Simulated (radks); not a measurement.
Results of a calculation; reference values are marked as such.
Question: Cr III, configuration [Ar] 3d2 4s2 (not the ground configuration). Code: a radial shooting solver on a logarithmic mesh with Libxc functionals. Model: scalar-relativistic Kohn-Sham, PBE, spin-polarised, spherical densities, finite nucleus; open shells are filled with parallel spins first; Fermi nuclear charge, rms radius 3.6452 fm. Some entries of the table are withheld. Estimate them.

orbital  occ.  eigenvalue (eV)  <1/r> (bohr^-1)
1s down     1        -5917.229            23.88
1s up       1        -5917.224            23.88
2s up       1        -706.2361            5.048
2s down     1        -705.2364            5.053
2p up       3        -599.4792            4.947
2p down     3        -598.7134            4.952
3s up       1        -110.2826            1.609
3s down     1        -107.7954            1.604
3p up       3         -81.0464            1.486
3p down     3         -78.6195            1.480
3d up       2              (1)              (2)
3d down     0              (3)              (4)
4s up       1         -23.1734           0.5413
4s down     1         -22.6261           0.5298

Answer: 
(1) 3d up eigenvalue (eV): -35.9317
(2) 3d up <1/r> (bohr^-1): 1.211
(3) 3d down eigenvalue (eV): -33.6553
(4) 3d down <1/r> (bohr^-1): 1.196
